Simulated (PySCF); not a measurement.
**Radial density of Zr⁻ (zirconium, charge -1)**

TPSSh, [Kr] 4d3 5s2, high-spin 4F determinant. Calculation: PySCF 2.14, in aug-cc-pVDZ-PP with ECP28MDF (5s5p4d2f, 54 functions); scalar relativity through the core potential. This is the valence pseudo-density: the core potential removes the inner electrons and smooths the orbitals near the nucleus.

```tsv
r (bohr)	4πr²ρ (e/bohr)	4πr²(ρα − ρβ)
0.0620	2.930e-05	0.0000
0.104	0.0001233	0.0000
0.175	0.0009442	0.0001
0.295	0.01545	0.0018
0.496	0.4522	0.0334
0.834	5.474	0.3460
1.40	7.532	1.0887
2.36	2.039	1.0056
3.97	0.7975	0.3547
6.68	0.2054	0.0327
11.2	0.02365	-0.0067
18.9	0.0002053	-0.0001
```

Energies and moments cover only the electrons outside the core potential. At TPSSh the highest occupied level has a positive energy, so only the finite basis holds that electron; in a semilocal or global hybrid functional this comes from self-interaction and does not mean that the real anion is unbound.

(1) Where is the radial spin density 4πr²(ρα − ρβ) most negative, and why is it negative at all?

## Answers

(1) Around r = 11.2 bohr, down to -0.0067 e/bohr: exchange with the open shell polarises the paired shells in an unrestricted calculation.
